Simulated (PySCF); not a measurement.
**Electron correlation in Te (tellurium, neutral)**

[Kr] 4d10 5s2 5p4, high-spin 3P determinant. Calculation: PySCF 2.14, in aug-cc-pwCVTZ-DK3 with one added diffuse shell each of s, p, d, f type (11s10p8d5f1g, 125 functions); the spin-free X2C one-electron Hamiltonian (Gaussian nucleus). Frozen: [Ar] 3d10; 24 electrons correlated.

MP2 pair energies summed by pair of shells (mhartree):

| pair | energy | share (%) |
| --- | --- | --- |
| 4d-4d | -341.49 | 42.2 |
| 4p-4d | -127.68 | 15.8 |
| 4d-5p | -82.10 | 10.2 |
| 4d-5s | -60.72 | 7.5 |
| 5s-5p | -41.55 | 5.1 |
| 4p-4p | -40.54 | 5.0 |
| 5p-5p | -40.03 | 4.9 |
| 4s-4d | -27.60 | 3.4 |
| 4s-4p | -15.19 | 1.9 |
| 4p-5p | -9.34 | 1.2 |
| 4p-5s | -9.11 | 1.1 |
| 5s-5s | -7.82 | 1.0 |
| 4s-4s | -3.30 | 0.4 |
| 4s-5p | -1.21 | 0.1 |
| 4s-5s | -1.13 | 0.1 |

Total MP2 correlation energy: -808.82 mhartree.

Same-spin part -280.25 and opposite-spin part -528.57 mhartree; SCS-MP2 scales them by 1/3 and 6/5 to -727.70 mhartree.
